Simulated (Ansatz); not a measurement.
C2H8BNSi can be A, `N[SiH]1BCC1`, or B, `C=NBC[SiH3]`.

Calculated with Ansatz (gas phase, PBE0-D4/def2-TZVP geometries, no zero-point term in ΔE). CCSD(T)/CBS is the MP2 limit (def2-TZVPP, def2-QZVPP) plus CCSD(T) − MP2 in def2-TZVPP, frozen cores. Functionals use def2-TZVPP. B3LYP here is the variant with VWN-RPA as its local correlation; programs differ in this. One conformer a species, not always the lowest.

A:

```xyz
13

N     0.976   -1.757    1.339
Si    0.408   -0.782    0.049
B     1.014    1.051   -0.515
C    -0.499    1.296   -0.894
C    -1.180    0.281    0.067
H     1.211   -1.380    2.241
H     0.792   -2.745    1.378
H     0.327   -1.683   -1.139
H     1.920    1.829   -0.508
H    -0.619    0.963   -1.937
H    -0.883    2.321   -0.863
H    -2.133   -0.133   -0.267
H    -1.333    0.738    1.048
```

B:

```xyz
13

C    -1.9739   -1.6461   -0.8847
N    -1.3306   -0.5938   -0.7590
B    -0.6262    0.5606   -0.6113
C     0.9356    0.5644   -0.4524
Si    1.4099    0.6564    1.3601
H    -2.2126   -2.0590   -1.8705
H    -2.3327   -2.2072   -0.0154
H    -1.2661    1.5752   -0.5671
H     1.3688    1.4428   -0.9409
H     1.4034   -0.3311   -0.8723
H     0.9364   -0.5561    2.0823
H     2.8876    0.7447    1.5230
H     0.8004    1.8492    2.0082
```

Task: Which is lower in electronic energy at CCSD(T)/CBS, and by how much? (Estimate.)

Result: The calculation gave: B, by 12.6 kcal/mol.

Task: Give E(B) − E(A) in kcal/mol with PBE-D4, B3LYP, LDA (SPW92), HF/def2-TZVPP, CCSD(T)/def2-TZVPP, BLYP-D4, CCSD(T)/def2-SVP. (Estimate.)

Result: The calculation gave: PBE-D4 -15.4, B3LYP -19.9, LDA (SPW92) -11.7, HF/def2-TZVPP -17.9, CCSD(T)/def2-TZVPP -14.4, BLYP-D4 -22.7, CCSD(T)/def2-SVP -24.9. None reverses the order clearly.

Task: Does the order hold for the free energy at 298.15 K (harmonic terms from PBE0-D4)? (Estimate.)

Result: Computed: Yes: G(B) − G(A) = -16.6 kcal/mol, for one conformer each. Modes under 60 cm⁻¹, often nearly free rotors, make the harmonic entropy too high.

Largest T1 diagnostic: 0.014.

In def2-TZVPP, CCSD(T) changes the Hartree–Fock value by +3.5 kcal/mol (the triples alone add −0.6 kcal/mol) and MP2 by +5.7 kcal/mol. From BLYP to BHLYP (50 % exact exchange), in def2-TZVPP and without D4, E(B) − E(A) moves by +7.5 kcal/mol.
